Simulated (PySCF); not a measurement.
## Spectroscopy problems

One computed conformer, averaged over atoms made equivalent by symmetry, fast rotation or ring inversion, relativity neglected, no solvent model. Geometry: GFN2-xTB; PBE0/pcSseg-1 with gauge-including orbitals; PySCF.

Referencing at the same level of theory: 1H, 13C against TMS. Splittings of carbon signals by F and P are missing where no couplings were computed. Where no couplings were computed, multiplicities follow the n + 1 count of equivalent neighbours, and m marks all less simple cases (inequivalent or close neighbours, rings, F or P nearby). Shifts are as computed. Against solution values, carbons near 30 ppm lie about +3 ppm off and those near 130 ppm about +5 ppm. Of 1211 compounds with measured shifts, 218 miss one by over three times the rms of a fit or turn the order of signals round; such compounds aren't used in these exercises. OH and NH positions are gas-phase values without hydrogen bonding to other molecules.

Q: C₄H₄F₅O₂P. 1H NMR (600 MHz, computed): δ 6.96 (m, 1H), 6.86 (m, 1H), 6.63 (m, 1H), 3.54 (br s, 1H). 13C{1H} NMR (computed): δ 148.8 (CH2), 133.9 (CH), 128.4 (C), 119.9 (C). Give a structure.

A: `FC(C([P@](C=C)(=O)O)(F)F)(F)F`. 4 carbon signals for 4 carbons: no two carbons are equivalent. Carbon types of the structure: 2 × C, 1 × CH, 1 × CH2, leaving 1 H on heteroatoms. δC 148.8: terminal =CH2 carbon; the olefinic region. δC 133.9: alkene CH; as expected for a trigonal carbon in a double bond. δC 128.4: CF3 carbon; 3 electronegative neighbours deshield it. δC 119.9: fully substituted sp3 carbon bonded to 2 F and P; 2 electronegative neighbours deshield it.

This is the structure that produced the data.

Q: C₈H₁₁PSi. 1H NMR (400 MHz, computed): δ 9.36 (m, 1H), 7.94 (m, 1H), 7.85 (m, 1H), 4.57 (s, 3H), 1.94 (m, 1H), 1.46 (m, 2H), 1.04 (m, 2H). 13C{1H} NMR (computed): δ 193.3 (C), 172.9 (CH), 140.6 (CH), 137.5 (C), 136.0 (CH), 25.9 (CH), 23.4 (CH2). What is it?

A: SMILES [SiH3]c1ccc(C2CC2)pc1. 7 carbon signals for 8 carbons: some carbons are equivalent by symmetry or fast rotation. Carbon types of the structure: 2 × C, 4 × CH, 2 × CH2, leaving 3 H on heteroatoms. δC 193.3, 137.5: substituted aromatic carbon. δC 172.9, 140.6, 136.0: aromatic CH. δC 25.9, 23.4: three-membered-ring carbon; carbons of three-membered rings are unusually shielded. δH 9.36, 7.94, 7.85: hydrogen on an aromatic CH; the ring current deshields protons in the ring plane.

The data come from this structure; uniqueness wasn't tested.
